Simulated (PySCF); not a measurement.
## BeF₂: bend–stretch map

Method: r2SCAN/[Be def2-TZVP, F def2-TZVP], no relativity, density fitting, PySCF.

Rigid scan from the singlet minimum (Be–F 1.382 Å (×2); F–Be–F 180.0°). Coordinate: rows scale both bonds, columns set the F–Be–F angle. Energies in kJ/mol from the minimum.

**Question.** Give the energy map for rows 0.94, 0.97, 1.00, 1.03, 1.06, 1.10 and columns 90, 105, 120, 135, 150, 165, 180.

**Answer.** 
```csv
scale \ angle,90,105,120,135,150,165,180
0.94,379.3,217.0,131.2,80.6,49.9,33.4,28.1
0.97,326.4,182.2,104.2,57.0,27.7,11.6,6.5
1.00,293.4,164.3,92.9,48.6,20.5,5.0,0.0
1.03,276.1,160.0,94.1,52.3,25.3,10.4,5.5
1.06,271.5,166.4,105.1,65.5,39.5,25.2,20.5
1.10,280.5,187.6,131.5,94.2,69.7,56.0,51.6
```

**Question.** And the size of the dipole moment (D) on the same grid?

**Answer.** 
```json
{"scale \\ angle": "0.94", "90": "4.72", "105": "4.05", "120": "3.32", "135": "2.54", "150": "1.72", "165": "0.86", "180": "0.00"}
{"scale \\ angle": "0.97", "90": "4.90", "105": "4.20", "120": "3.45", "135": "2.64", "150": "1.78", "165": "0.90", "180": "0.00"}
{"scale \\ angle": "1.00", "90": "5.07", "105": "4.36", "120": "3.58", "135": "2.74", "150": "1.85", "165": "0.93", "180": "0.00"}
{"scale \\ angle": "1.03", "90": "5.24", "105": "4.51", "120": "3.71", "135": "2.84", "150": "1.92", "165": "0.97", "180": "0.00"}
{"scale \\ angle": "1.06", "90": "5.42", "105": "4.67", "120": "3.84", "135": "2.94", "150": "1.99", "165": "1.00", "180": "0.00"}
{"scale \\ angle": "1.10", "90": "5.64", "105": "4.87", "120": "4.01", "135": "3.08", "150": "2.08", "165": "1.05", "180": "0.00"}
```

The bond scale of lowest energy on the grid is 1.06 at 90°, 1.03 at 105°, 1.00 at 120°, 1.00 at 135°, 1.00 at 150°, 1.00 at 165°, 1.00 at 180°.

Other isomers or separated fragments may lie lower.
